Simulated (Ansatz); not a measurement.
Ideal-gas functions of CH3CdFO, SMILES `C[O][Cd][F]` at 500 K and 1 bar, from an Ansatz frequency run at PBE0-D4/def2-TZVP.

Molar mass 162.44 g/mol, point group Cs (symmetry number 1), electronic degeneracy 1, moments of inertia 12.58, 251.464, 260.865 u Å². Harmonic wavenumbers (cm⁻¹, unscaled): 100, 109, 159, 232, 504, 617, 1116, 1168, 1188, 1475, 1488, 1495, 2977, 3027, 3061.

Use S(trans) = R[1.5 ln M + 2.5 ln T − 1.1517]; rotational temperatures θ = 24.2544 K / I; S(rot) = R[ln(√π/σ · √(T³/θAθBθC)) + 1.5]; for each mode x = 1.438777 ν̃/T, S = R[x/(eˣ − 1) − ln(1 − e⁻ˣ)] and H = RT x/(eˣ − 1); 1 cm⁻¹ = 0.0119627 kJ/mol; R = 8.31446 J/(mol·K).

**Question.** By hand: the entropy, in J/(mol·K).

**Answer.** Translation 183.1. Rotation: θ = 1.928, 0.0965, 0.093 K, giving 111.6. Vibration, mode by mode: 18.70, 17.99, 14.89, 11.83, 5.92, 4.55, 1.46, 1.30, 1.24, 0.63, 0.61, 0.60, 0.02, 0.01, 0.01, in all 79.8. Electronic 0.0. Sum 374.5 J/(mol·K).

**Question.** By hand: H − E and G − E in kJ/mol, counted from the electronic energy.

**Answer.** Zero-point energy ½ × 18716 × 0.0119627 = 111.9; thermal vibration 19.0; translation, rotation and pV give 4 RT = 16.6. H − E = 147.5 kJ/mol, and G − E = 147.5 − 500 × 374.5/1000 = -39.8 kJ/mol.

Vibration gives 21 % of the entropy, 36.7 J/(mol·K) of it from the modes under 150 cm⁻¹: soft modes count most, and the harmonic formula is weakest for them. The sum counts one conformer and one mirror image; others add a mixing term.
